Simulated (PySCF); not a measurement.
## Electronic structure of Ga (gallium, neutral) at the UHF level

Configuration: [Ar] 3d10 4s2 4p1, 2P determinant. Computed with PySCF 2.14 in aug-cc-pwCVDZ-PP with ECP10MDF, with scalar relativity through the core potential.

| Quantity | Value |
| --- | --- |
| Total energy | -258.291442 hartree |
| One-electron energy | -463.1362 hartree |
| Hartree (Coulomb) energy | 226.5845 hartree |
| Exchange energy | -21.7397 hartree |
| ⟨S²⟩ | 0.7622 |
| ⟨L²⟩ | 2.037 |
| Sum of ⟨r⟩ | 21.65 bohr |
| Sum of ⟨r²⟩ | 40.07 bohr² |
| Traceless quadrupole moment −½Σ⟨3z² − r²⟩ along its main axis | -5.69 e·bohr² |

```
shell  electrons  mean orbital energy (eV)  spread (eV)  rms radius, mean of both spins (bohr)
 3s α          1                   -179.54            0                                  0.701
 3s β          1                   -179.51            0                                  0.701
 3p α          3                   -124.60        0.023                                  0.739
 3p β          3                   -124.56        0.287                                  0.739
 3d α          5                   -31.840        0.187                                  0.894
 3d β          5                   -31.819        0.291                                  0.894
 4s α          1                   -12.682            0                                   2.65
 4s β          1                   -11.028            0                                   2.65
 4p α          1                    -5.809            0                                   3.71
```

Energies and moments cover only the electrons outside the core potential.
